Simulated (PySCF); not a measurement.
dimethyl carbonate (C3H6O3), SMILES COC(=O)OC.

Geometry: PBE0-D3(BJ)/def2-SVP.

Two levels are set side by side: TDA-PBE/def2-SVPD (PySCF) and TDA-PBE0/def2-SVPD (PySCF). Vertical, same geometry. The lowest singlet is HOMO→LUMO+1 99 % with PBE and HOMO→LUMO+1 99 % with the other functional; states are paired by order. Differences are taken from unrounded values.

| quantity | TDA-PBE0 | TDA-PBE | TDA-PBE minus TDA-PBE0 |
|---|---|---|---|
| lowest singlet excitation (eV) | 7.15 | 6.72 | -0.42 |
| lowest triplet excitation (TDA) (eV) | 6.65 | 6.34 | -0.31 |
| first bright state (f over 0.05) (eV) | 8.78 | 7.94 | -0.83 |
| its oscillator strength | 0.29 | 0.27 | -0.02 |

A lower first singlet is the usual sign of a functional without exact exchange. Differences between two approximate levels are no errors against the true value.

Rough cost on one machine, each run with all the roots and properties that it gave: TDA-PBE0 against TDA-PBE about 3 times.
